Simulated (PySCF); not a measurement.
# [Tb(SH)2]+ at several levels of theory

Computed with PySCF 2.14.0 (density fitting, no spin-orbit coupling) at the geometry relaxed with PBE0:

```xyz
5
[Tb(SH)2]+ (singlet in the valence; each metal's 4f electrons, 8 of them, lie in its core potential, out of spins and levels)
Tb    0.0000    0.0000   -0.7556
S     1.8831   -0.0821    0.8662
H     2.8568   -0.2309   -0.0711
S    -1.8831    0.0821    0.8662
H    -2.8568    0.2309   -0.0711
```

| level | basis | state | HOMO (eV) | gap (eV) | charge on Tb1 (e) | population of f-type functions on Tb1 (polarisation alone where 4f lies in the core) | dipole about the centre of mass (D) | largest force component (eV/Å) |
| --- | --- | --- | --- | --- | --- | --- | --- | --- |
| PBE0 | Tb lcecp-1-SVP with ECP54, S def2-SVP, H def2-SVP | singlet | -12.14 | 4.67 | 1.09 | 0.03 | 7.48 | 0.02 |
| TPSSh | the same | singlet | -11.56 | 3.85 | 1.12 | 0.03 | 7.42 | 0.28 |
| PBE0 | Tb lcecp-1-TZVP with ECP54, S def2-TZVP, H def2-TZVP | singlet | -12.07 | 4.69 | 1.39 | 0.03 | 7.12 | 0.19 |

In the lcecp rows the 4f levels are missing from HOMO and gap, and the state counts the valence alone.

Charges are Mulliken's, which hang on the basis. The relaxation used the grid (50, 194), these runs (75, 302) or, all-electron (x2c bases, spin-free X2C Hamiltonian), (99, 590).

Q: What does PBE with Tb lcecp-1-SVP with ECP54, S def2-SVP, H def2-SVP give here?

A: state singlet, HOMO (eV) -11.07, gap (eV) 2.90, charge on Tb1 (e) 0.97, population of f-type functions on Tb1 (polarisation alone where 4f lies in the core) 0.03, dipole about the centre of mass (D) 6.72, largest force component (eV/Å) 0.33. Time: 3.4 s on 2 threads of Arm Neoverse V1, on a shared host, from an already converged density.

In the first row's basis the gap widens with exact exchange: 2.9 eV for PBE (none); 3.8 to 4.7 eV for TPSSh, PBE0 (a fixed share).

An lcecp potential fixes the number of 4f electrons, so in runs with it no electron can move into or out of that shell.
